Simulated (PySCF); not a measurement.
# Steps of a relaxation of Gd2N2

Gd2N2 (singlet in the valence; each metal's 4f electrons, 7 of them, lie in its core potential, out of spins and levels). PySCF 2.14.0, RKS BP86, Gd lcecp-1-SVP with ECP53, N def2-SVP; non-relativistic Hamiltonian with scalar-relativistic core potentials where named; density fitting; no spin-orbit coupling. Origin of the start: template. Columns: position (Å) and force (eV/Å). Energies are counted from the last step; some of the 6 steps are shown. Forces carry noise of the integration grid, about 0.01 to 0.03 eV/Å.

Run from Python with OMP_NUM_THREADS=2. Where DIIS fails, smearing, a level shift and second-order steps follow.
It took 26 s on 2 threads of Intel(R) Xeon(R) 6975P-C (Granite Rapids), on a shared host, from the converged density of the start.

```xyz
4
step 0  E = 0.481 eV
Gd    0.0000    0.0000    1.6552     0.00    0.00   -3.54
Gd    0.0000    0.0000   -1.6552     0.00    0.00    3.54
N     1.4155    0.0000    0.0000    -1.38    0.00    0.00
N    -1.4155    0.0000    0.0000     1.38    0.00    0.00
```

```xyz
4
step 2  E = 0.010 eV
Gd    0.0000    0.0000    1.5279     0.00    0.00    0.59
Gd    0.0000    0.0000   -1.5279     0.00    0.00   -0.59
N     1.3787    0.0000    0.0000     0.32    0.00    0.00
N    -1.3787    0.0000    0.0000    -0.32    0.00    0.00
```

```xyz
4
step 3  E = 0.000 eV
Gd    0.0000    0.0000    1.5438     0.00    0.00   -0.09
Gd    0.0000    0.0000   -1.5438     0.00    0.00    0.09
N     1.3861    0.0000    0.0000    -0.01    0.00    0.00
N    -1.3861    0.0000    0.0000     0.01    0.00    0.00
```

Q: Where does the relaxation end?

A: It converges at step 5 in D2h:
```xyz
4
step 5  E = 0
Gd    0.0000    0.0000    1.5411
Gd    0.0000    0.0000   -1.5411
N     1.3868    0.0000    0.0000
N    -1.3868    0.0000    0.0000
```

Q: How did the contacts change?

A: 
```csv
contact,start (Å),end (Å)
Gd1–N3 (N),2.178,2.073
Gd1–N4 (N),2.178,2.073
```


An lcecp potential fixes the number of 4f electrons, so in runs with it no electron can move into or out of that shell.
